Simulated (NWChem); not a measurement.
System: BeSiH₃F; SMILES [SiH3][Be][F]

```xyz
6

Be     0.0009     0.8210     0.0000
F      0.0011     2.2137     0.0000
Si     0.0003    -1.3458     0.0000
H      0.7029    -1.8942    -1.2044
H     -1.3944    -1.8932    -0.0065
H      0.6916    -1.8942     1.2109
```
Atoms are numbered in this order, from 1.

The geometry was optimised at PBE0/def2-SVP.

Task: List the 6 lowest vertical singlet excitations and the 6 lowest triplet ones from B3LYP/6-31+G* (spherical d), TDA (NWChem).

Result: 
```json
[
 {"state": "S1", "energy (eV)": "6.62", "oscillator strength": "0.133", "leading excitation (squared amplitude)": "HOMO → LUMO (0.94)"},
 {"state": "S2", "energy (eV)": "6.62", "oscillator strength": "0.133", "leading excitation (squared amplitude)": "HOMO → LUMO+1 (0.94)"},
 {"state": "S3", "energy (eV)": "6.81", "oscillator strength": "0.202", "leading excitation (squared amplitude)": "HOMO → LUMO+2 (0.97)"},
 {"state": "S4", "energy (eV)": "7.54", "oscillator strength": "0.000", "leading excitation (squared amplitude)": "HOMO−1 → LUMO (0.50)"},
 {"state": "S5", "energy (eV)": "7.84", "oscillator strength": "0.015", "leading excitation (squared amplitude)": "HOMO−2 → LUMO (0.40)"},
 {"state": "S6", "energy (eV)": "7.84", "oscillator strength": "0.015", "leading excitation (squared amplitude)": "HOMO−2 → LUMO+1 (0.40)"},
 {"state": "T1", "energy (eV)": "5.18", "oscillator strength": "spin-forbidden", "leading excitation (squared amplitude)": "HOMO → LUMO (0.96)"},
 {"state": "T2", "energy (eV)": "5.18", "oscillator strength": "spin-forbidden", "leading excitation (squared amplitude)": "HOMO → LUMO+1 (0.96)"},
 {"state": "T3", "energy (eV)": "6.25", "oscillator strength": "spin-forbidden", "leading excitation (squared amplitude)": "HOMO → LUMO+2 (0.94)"},
 {"state": "T4", "energy (eV)": "7.04", "oscillator strength": "spin-forbidden", "leading excitation (squared amplitude)": "HOMO−2 → LUMO (0.46)"},
 {"state": "T5", "energy (eV)": "7.24", "oscillator strength": "spin-forbidden", "leading excitation (squared amplitude)": "HOMO−1 → LUMO (0.47)"},
 {"state": "T6", "energy (eV)": "7.24", "oscillator strength": "spin-forbidden", "leading excitation (squared amplitude)": "HOMO−1 → LUMO+1 (0.47)"}
]
```
